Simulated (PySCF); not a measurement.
Electron correlation in S²⁺ (sulfur, charge +2)

[Ne] 3s1 3p3, high-spin 5S determinant (an excited configuration). All numbers are calculated (PySCF 2.14, the non-relativistic Hamiltonian (point nucleus), in aug-cc-pwCVDZ (6s5p3d, 36 functions)). Frozen: 1s2; 12 electrons correlated.

```csv
level,correlation energy (mhartree)
CCSD,-166.83
(T),-0.76
CCSD(T),-167.59
```

Diagnostics: T1 = 0.0013, D1 = 0.0024, largest double amplitude 0.046.

**Question.** Is a single reference adequate?

**Answer.** Yes: T1 lies below 0.03 and no double amplitude reaches 0.07.
